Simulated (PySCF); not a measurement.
## Atomic charges by several schemes

C3H12N2SSi.
SMILES with atom numbers: `[CH3:1][N:2]([CH2:3][CH2:4][NH2:5])[SiH2:6][SH:7]` (hydrogens: H8, H9, H10 on C1; H11, H12 on C3; H13, H14 on C4; H15, H16 on N5; H17, H18 on Si6; H19 on S7)

Structure used (GFN2-xTB), in Å, numbered top down from 1:
```
atom  x, y, z in Å
C1     0.668   -1.766   -1.099
N2     0.217   -0.674   -0.272
C3    -1.205   -0.693   -0.071
C4    -1.599    0.332    0.976
N5    -1.044    1.601    0.562
Si6    1.116    0.740    0.083
S7     3.160    0.081   -0.332
H8     1.744   -1.715   -1.229
H9     0.194   -1.739   -2.087
H10    0.419   -2.721   -0.625
H11   -1.517   -1.694    0.256
H12   -1.733   -0.475   -1.015
H13   -2.691    0.348    1.102
H14   -1.139    0.064    1.928
H15   -1.124    2.310    1.280
H16   -1.490    1.934   -0.285
H17    1.243    1.022    1.513
H18    1.047    1.879   -0.839
H19    3.725    1.174    0.146
```

Density: PBE0/pcSseg-1 (PySCF); schemes: Mulliken, IAO, Hirshfeld and ESP-fitted. One conformer (not necessarily the lowest) at the GFN2-xTB geometry, without solvent, vibrations or thermal averaging.

Question: What partial charge does each atom carry?

Answer: In e:

| atom | environment | Mulliken | IAO | Hirshfeld | ESP-fitted |
| --- | --- | --- | --- | --- | --- |
| C1 | N-methyl carbon | -0.057 | -0.293 | -0.070 | -0.500 |
| N2 | silicon-bound nitrogen | -0.811 | -0.513 | -0.174 | +0.005 |
| C3 | sp3 carbon bound to nitrogen | +0.024 | -0.139 | -0.025 | -0.205 |
| C4 | sp3 carbon bound to nitrogen | -0.092 | -0.156 | -0.020 | +0.036 |
| N5 | primary amine nitrogen | -0.494 | -0.502 | -0.140 | -0.465 |
| Si6 | SiH2 silicon | +0.820 | +0.832 | +0.288 | +0.312 |
| S7 | sulfur bonded to Si and H | -0.515 | -0.421 | -0.214 | -0.610 |
| H8 | methyl hydrogen | +0.159 | +0.156 | +0.034 | +0.261 |
| H9 | methyl hydrogen | +0.094 | +0.120 | +0.033 | +0.139 |
| H10 | methyl hydrogen | +0.104 | +0.130 | +0.037 | +0.132 |
| H11 | methylene hydrogen | +0.118 | +0.134 | +0.043 | +0.102 |
| H12 | methylene hydrogen | +0.097 | +0.105 | +0.027 | +0.100 |
| H13 | methylene hydrogen | +0.126 | +0.128 | +0.041 | +0.035 |
| H14 | methylene hydrogen | +0.140 | +0.152 | +0.050 | +0.079 |
| H15 | N–H hydrogen | +0.203 | +0.267 | +0.136 | +0.266 |
| H16 | N–H hydrogen | +0.200 | +0.261 | +0.130 | +0.266 |
| H17 | Si–H hydrogen | -0.127 | -0.172 | -0.105 | -0.108 |
| H18 | Si–H hydrogen | -0.128 | -0.181 | -0.113 | -0.115 |
| H19 | S–H hydrogen | +0.142 | +0.093 | +0.044 | +0.271 |

Mean size of the charges over all atoms: IAO 0.250 e, Mulliken 0.234 e, ESP-fitted 0.211 e, Hirshfeld 0.091 e. Each set sums to the total charge, 0, to within 0.001 e. The Mulliken scheme counts on each atom the diagonal of the density matrix times the overlap matrix over that atom's basis functions. The ESP scheme fits charges at the nuclei, held to the total charge, to the electrostatic potential on points at 1.4 to 2.0 times the van der Waals radii.

Lowest charge. The schemes don't all agree: Mulliken N2 (-0.811); IAO N2 (-0.513); Hirshfeld S7 (-0.214); ESP-fitted S7 (-0.610).

Highest charge. All schemes agree: Mulliken Si6 (+0.820); IAO Si6 (+0.832); Hirshfeld Si6 (+0.288); ESP-fitted Si6 (+0.312).

Question: How many electrons does the Mulliken scheme count on N2?

Answer: Z − q = 7 − (-0.811) = 7.811.

Question: Sum the charges by element, for elements with more than one atom.

Answer: 
```csv
element,atoms,Mulliken,IAO,Hirshfeld,ESP-fitted
C,3,-0.126,-0.588,-0.116,-0.669
N,2,-1.306,-1.015,-0.314,-0.460
H,12,+1.126,+1.191,+0.355,+1.427
```
